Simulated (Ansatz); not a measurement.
**A geometry optimisation of FGeH2NSn with PBE0-D3(BJ)/def2-SVP**

The starting geometry of this gas-phase singlet was optimised with GFN2-xTB.

```csv
atom,x (Å),y (Å),z (Å)
F,-0.8939,-1.7628,2.0323
Ge,0.9293,1.1724,-0.2487
N,-0.7344,0.6707,-0.1002
Sn,-0.6629,-1.5503,-0.0193
H,-1.5068,1.2906,0.0972
H,1.4660,-0.7177,-0.4988
```

Question: Predict what becomes of its bonds when it is optimised with PBE0-D3(BJ)/def2-SVP.

Answer: New bonds form, giving a structure with H6 bridging Ge2 and Sn4, given below by its coordinates. Contacts that close: Ge2–H6 (1.98 → 1.73 Å), Sn4–H6 (2.34 → 2.12 Å).

The energy falls by 0.44 eV over 11 steps:

```json
{"step": "1", "E − E(last) (eV)": "0.441"}
{"step": "2", "E − E(last) (eV)": "0.071"}
{"step": "3", "E − E(last) (eV)": "0.028"}
{"step": "4", "E − E(last) (eV)": "0.013"}
{"step": "5", "E − E(last) (eV)": "0.009"}
{"step": "7", "E − E(last) (eV)": "0.001"}
{"step": "8", "E − E(last) (eV)": "0.000"}
{"step": "9", "E − E(last) (eV)": "0.000"}
{"step": "10", "E − E(last) (eV)": "0.000"}
{"step": "11", "E − E(last) (eV)": "0.000"}
```

Final geometry (Å):

```xyz
6

F    -0.5659   -1.6325    1.8707
Ge    0.9712    1.0017   -0.0995
N    -0.7740    0.6334   -0.1254
Sn   -0.7305   -1.5148   -0.0912
H    -1.5173    1.3140    0.0071
H     1.2138   -0.6991   -0.2991
```

No frequencies were run, so the end isn't proven a minimum. Atoms past krypton carry core potentials, without spin–orbit terms. Run with Ansatz 0.2.0, 58 s on 1 thread of Intel(R) Xeon(R) Platinum 8259CL CPU @ 2.50GHz (Skylake/Cascade Lake), with other jobs on the host.
